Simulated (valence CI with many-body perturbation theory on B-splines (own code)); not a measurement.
Rb³⁺: electric-dipole lines

Computed by configuration interaction combined with many-body perturbation theory (CI+MBPT): six valence electrons over a frozen Dirac-Fock core [Ar] 3d10, a basis of 9 s, 9 p, 8 d, 6 f, 3 g, 1 h functions for each j, with the one-electron correlation potential Σ1, the two-electron term Σ2, the three-electron term Σ3, Breit, model QED; selected CI, second order for the rest, scaled by the run's own slope (own B-spline code, finite nucleus).

Against 34 measured levels this calculation errs by 311 cm⁻¹ on average and by 610 at most. Among the levels kept, up to 1700 cm⁻¹ of a level comes from second order outside the variational space, and about a tenth of that is noise between levels of different J, which matters for small intervals.

Lines 51 to 73 of 73 in falling wavelength, among levels below 213368 cm⁻¹, chosen from the strongest by gf and those to the six lowest levels. Wavelengths and rates use the calculated energies, so an error of 300 cm⁻¹ moves a line at 51.48 nm by 0.15 % and its rate by three times that or more. Electric multipoles are in the length gauge, E1 and E2 with the static RPA response of the core. Weak lines are less certain than strong ones. Lines between different terms over intervals too small for the method are left out, as are lines whose strength nearly cancels. The highest levels of a list are the least certain.

Letters in brackets count levels of one name in rising energy.

```tsv
λ vac (nm)	λ from measured levels	Upper	Lower	A (s⁻¹)	log gf	Branch %
51.48	51.41	4s2 4p3 4d 3P°_1	4s2 4p4 1D_2	1.86e+08	-1.65	4.1
51.25	51.19	4s2 4p3 4d 3F°_3 [b]	4s2 4p4 1D_2	1.40e+08	-1.41	38.6
51.18	51.12	4s2 4p3 4d 3G°_3	4s2 4p4 3P_2	5.39e+07	-1.83	52.7
51.05	50.99	4s2 4p3 4d 3F°_2 [b]	4s2 4p4 1D_2	1.84e+08	-1.44	29.4
50.86	50.76	4s2 4p3 5s 5S°_2	4s2 4p4 3P_1	1.76e+07	-2.47	11.6
50.30	50.25	4s2 4p3 4d 1D°_2	4s2 4p4 3P_1	2.15e+07	-2.39	6.5
49.98	49.95	4s2 4p3 4d 3D°_1 [b]	4s2 4p4 3P_0	8.63e+08	-1.01	63.5
49.80	49.78	4s2 4p3 4d 3D°_1 [b]	4s2 4p4 3P_1	3.12e+08	-1.46	23.0
49.34	49.26	4s2 4p3 5s 3S°_1	4s2 4p4 3P_0	6.81e+08	-1.13	12.0
49.29	49.19	4s2 4p3 5s 5S°_2	4s2 4p4 3P_2	1.34e+08	-1.61	87.8
49.17	49.10	4s2 4p3 5s 3S°_1	4s2 4p4 3P_1	9.62e+08	-0.98	16.9
49.01	48.96	4s2 4p3 4d 3P°_0	4s2 4p4 3P_1	4.11e+08	-1.83	100.0
48.93	48.91	4s2 4p3 4d 3D°_2 [b]	4s2 4p4 3P_1	1.07e+09	-0.71	97.0
48.85	48.80	4s2 4p3 4d 3P°_1	4s2 4p4 3P_0	4.50e+08	-1.32	10.0
48.77	48.72	4s2 4p3 4d 1D°_2	4s2 4p4 3P_2	2.21e+07	-2.40	6.7
48.69	48.64	4s2 4p3 4d 3P°_1	4s2 4p4 3P_1	1.45e+09	-0.81	32.1
48.30	48.28	4s2 4p3 4d 3D°_1 [b]	4s2 4p4 3P_2	8.63e+07	-2.04	6.4
48.30	48.26	4s2 4p3 4d 3F°_2 [b]	4s2 4p4 3P_1	4.34e+08	-1.12	69.5
47.71	47.63	4s2 4p3 5s 3S°_1	4s2 4p4 3P_2	3.99e+09	-0.39	70.2
47.48	47.46	4s2 4p3 4d 3D°_2 [b]	4s2 4p4 3P_2	3.05e+06	-3.29	0.3
47.25	47.20	4s2 4p3 4d 3P°_1	4s2 4p4 3P_2	2.42e+09	-0.61	53.7
47.06	47.02	4s2 4p3 4d 3F°_3 [b]	4s2 4p4 3P_2	2.22e+08	-1.29	61.4
46.88	46.85	4s2 4p3 4d 3F°_2 [b]	4s2 4p4 3P_2	6.68e+06	-2.96	1.1
```
